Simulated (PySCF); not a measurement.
# Electric field gradients and quadrupole coupling constants

C6H15PS.
Structure used (PBE0-D3(BJ)/def2-SVP), in Å, numbered top down from 1:
```xyz
23
C6H15PS angstrom
C      2.8743    0.3621    0.6817
C      1.9643   -0.4344   -0.2385
P      0.4210   -0.9876    0.5828
S      0.7199   -2.0613    2.1897
C     -0.4848   -1.8685   -0.7457
C     -1.8408   -2.3864   -0.2954
C     -0.5441    0.5327    0.9335
C     -0.8578    1.4393   -0.2453
H      3.0450   -0.1933    1.6163
H      2.4370    1.3381    0.9432
H      3.8476    0.5510    0.2048
H      1.6971    0.1286   -1.1491
H      2.4569   -1.3652   -0.5645
H     -0.5642   -1.2008   -1.6205
H      0.1766   -2.7030   -1.0311
H     -2.5417   -1.5638   -0.0843
H     -2.2968   -3.0205   -1.0701
H     -1.7316   -2.9811    0.6240
H      0.0298    1.0558    1.7154
H     -1.4585    0.1748    1.4334
H     -1.4187    2.3256    0.0882
H      0.0557    1.8008   -0.7422
H     -1.4739    0.9311   -1.0028
```

Field gradients from the PBE0/pcSseg-1 density (PySCF, non-relativistic), principal values in atomic units, ordered |Vxx| ≤ |Vyy| ≤ |Vzz|:

```
atom      Vxx      Vyy     Vzz
  S4  -1.1023  -1.2030  2.3053
```

Task: Find the asymmetry η = (Vxx − Vyy)/Vzz and the couplings χ = eQV/h (234.96 MHz × Q in barn × V in au), with Q(33S) = −0.0678 b.

Result: 
```csv
atom,environment,nucleus,η,χzz (MHz),χxx (MHz),χyy (MHz)
S4,sulfur bonded to P,33S,0.04,-36.73,17.56,19.17
```

The gradient is axial or nearly so (η below 0.05) at S4. The tensor is traceless: Vxx + Vyy + Vzz = 0.

Task: What is Vzz at S4 in SI units (1 au = 9.71736 × 10²¹ V/m²)?

Result: 2.3053 au = 22.402 × 10²¹ V/m².

Task: And the gradient at the other heavy atoms, for which no coupling is worked out here?

Result: 
| atom | environment | Vzz (au) | η |
| --- | --- | --- | --- |
| C1 | methyl carbon | 0.107 | 0.53 |
| C2 | sp3 carbon bound to phosphorus | 0.061 | 0.53 |
| P3 | phosphorus bonded to 3 C and S | -0.139 | 0.25 |
| C5 | sp3 carbon bound to phosphorus | 0.060 | 0.54 |
| C6 | methyl carbon | 0.106 | 0.52 |
| C7 | sp3 carbon bound to phosphorus | 0.076 | 0.64 |
| C8 | methyl carbon | 0.073 | 0.11 |

Were the hydrogens deuterons (Q(2H) = 0.00286 b), χzz would run from 190 kHz (H9 and H18) to 197 kHz (H17 and H11).

The structure is a single PBE0-D3(BJ)/def2-SVP conformer in the gas phase; no vibrational or solvent corrections. These gradients aren't converged with respect to the basis.

These values come from a run that also computed NMR shieldings. The run took 47 s of wall time on one thread of an Arm Neoverse V1, no GPU, shared host, and the process peaked at 1.4 GiB of memory.
